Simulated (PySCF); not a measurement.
**Question.** Write Cartesian coordinates for `C1[SiH2]C=CC=1CCC` as optimised with PBE0-D3(BJ)/def2-SVP.

**Answer.** 
```xyz
20
C7H12Si angstrom
C     -3.266   -0.090   -0.177
C     -1.770   -0.096   -0.450
C     -0.932    0.130    0.810
C      0.543    0.107    0.542
C      1.363    1.184    0.546
Si     3.077    0.597    0.092
C      2.512   -1.183   -0.072
C      1.192   -1.191    0.202
H     -3.846   -0.235   -1.101
H     -3.586    0.863    0.272
H     -3.547   -0.894    0.523
H     -1.481   -1.053   -0.917
H     -1.515    0.685   -1.186
H     -1.209    1.092    1.270
H     -1.179   -0.656    1.548
H      0.995    2.185    0.780
H      3.610    1.182   -1.179
H      4.107    0.804    1.158
H      3.064   -2.090   -0.322
H      0.582   -2.103    0.194
```

Any rigid rotation of these coordinates is as good. Atoms count from 1 in this order. The C–C distances run from 1.348 Å (C7=C8, drawn double) to 1.530 Å (C2–C3, drawn single), a spread of 0.182 Å. The 5-membered ring C4–C5–Si6–C7–C8 has internal angles of 92.5° to 117.8°; it is planar, 0.00 Å rms from its mean plane, widest ring torsion 0°. Si6 (SiH2 silicon) has angles from 92.5° to 114.5°. Of the pairs four or more bonds apart, C8···H12 is among the closest relative to their van der Waals radii: 2.90 Å, 100 % of the sum of Bondi's values.

Bonds between heavy atoms (Å): C1–C2 1.520, C2–C3 1.530, C3–C4 1.500, C4=C5 1.354, C5–Si6 1.867, Si6–C7 1.874, C7=C8 1.348, C4–C8 1.490.

Computed with PBE0-D3(BJ)/def2-SVP geometry optimisation, gas phase (PySCF).

Point group: C1 (no symmetry element, even within 0.4 Å). PBE0-D3(BJ)/def2-SVP frequencies: not computed here. One conformer, not necessarily the lowest (C1–C2–C3–C4 179°, C2–C3–C4–C5 107°).
